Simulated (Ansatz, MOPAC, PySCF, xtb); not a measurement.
Dimer: CH2O (SMILES C=O) (first 4 atoms) with CH6Si (SMILES C[SiH3]); geometry from B3LYP-D3(BJ)/def2-TZVP, rigid monomers moved along the line of their centres of mass till O2···Si6 is 4.58 Å.
(charge 0, multiplicity 1):
```xyz
12

C      0.1719     0.2339    -0.2802
O     -0.8160    -0.0347     0.3457
H      1.1505     0.3876     0.2113
H      0.1531     0.3413    -1.3812
C     -1.3670    -0.6358     5.0389
Si     0.4227    -0.1681     4.7513
H     -1.4406    -1.6174     5.5108
H     -1.9018    -0.6660     4.0897
H     -1.8575     0.0890     5.6913
H      1.1607    -0.1230     6.0402
H      0.5436     1.1697     4.1217
H      1.1108    -1.1520     3.8795
```

Monomers are frozen at their geometry in the pair; levels with a basis set take the counterpoise correction. Rows marked so take none.

Cores are frozen in the correlated methods. Rows in 3-21G, 6-31G* carry no dispersion term and start afresh at each structure (6-31G* with six Cartesian d functions). MP2/6-31G* freezes PySCF's default core. The state reached by AM1, PM3, PM7 isn't checked; PM7 holds dispersion and hydrogen-bond terms.

Programs: Ansatz (a program for electronic structure) with Gaussian orbitals; MOPAC for AM1, PM3, PM7 (differences of heats of formation); PySCF for 3-21G rows, 6-31G* rows; xtb for the GFN methods. 

```csv
level,interaction energy (meV)
AM1,-4.7
PM3,5.9
PM7,-16.2
GFN1-xTB,-29.2
B3LYP/3-21G (no counterpoise),-34.4
B3LYP/6-31G*,-15.3
MP2/6-31G* (no counterpoise),…
MP2/aug-cc-pV(D+d)Z,-34.6
CCSD(T)/aug-cc-pV(D+d)Z,-34.9
```

**Question.** Complete the blanks.

**Answer.** 
- MP2/6-31G* (no counterpoise), interaction energy (meV): -47.0
